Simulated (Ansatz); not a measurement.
Consider the substitution at a C–C bond: `O=CC([SiH3])=S` + CH₃OH → `COC([SiH3])=S` + `C=O`.

Program: Ansatz. Geometries: PBE0-D4/def2-TZVP. ΔE: electronic, gas phase. CBS: MP2 limit from def2 TZ/QZ plus the TZ coupled-cluster correction, frozen cores. This one scheme is used for every species. Functionals use def2-TZVPP. B3LYP here is the variant with VWN-RPA as its local correlation; programs differ in this. One conformer a species, not always the lowest.

`O=CC([SiH3])=S`:

Cartesian coordinates in Å:
```
O -0.885 1.762 0.590
C 0.015 1.146 1.098
C 0.525 -0.131 0.513
Si -0.323 -0.727 -1.077
S 1.735 -0.897 1.259
H 0.523 1.478 2.025
H 0.331 -1.993 -1.480
H -1.764 -0.946 -0.800
H -0.156 0.307 -2.128
```

CH₃OH:

Cartesian coordinates in Å:
```
C 0.177 -0.305 0.053
O -0.869 0.527 -0.396
H -0.085 -1.326 -0.225
H 0.300 -0.270 1.143
H 1.137 -0.059 -0.416
H -0.660 1.433 -0.159
```

`COC([SiH3])=S`:

Cartesian coordinates in Å:
```
C -0.097 1.694 0.066
O -1.184 0.820 -0.220
C -0.976 -0.488 -0.242
Si 0.676 -1.388 0.078
S -2.194 -1.514 -0.564
H -0.510 2.700 0.029
H 0.692 1.594 -0.682
H 0.309 1.501 1.061
H 1.824 -0.481 0.366
H 0.990 -2.168 -1.140
H 0.471 -2.270 1.249
```

`C=O`:

```xyz
4

C     0.001    0.003   -0.004
O    -0.258   -0.735    0.900
H     0.207   -0.370   -1.027
H     0.050    1.103    0.131
```

| level | ΔE (kcal/mol) |
| --- | --- |
| ωB97M-V | 5.1 |
| B3LYP | 4.8 |

What does CCSD(T)/CBS give? (Best estimate.)

Ansatz gave: +6.9 kcal/mol. The listed levels differ from it by -1.8, -2.1 kcal/mol.

Largest T1 diagnostic among the species: 0.017.

From PBE to PBE0 (25 % exact exchange), in def2-TZVPP and without D4, ΔE moves by +1.6 kcal/mol.
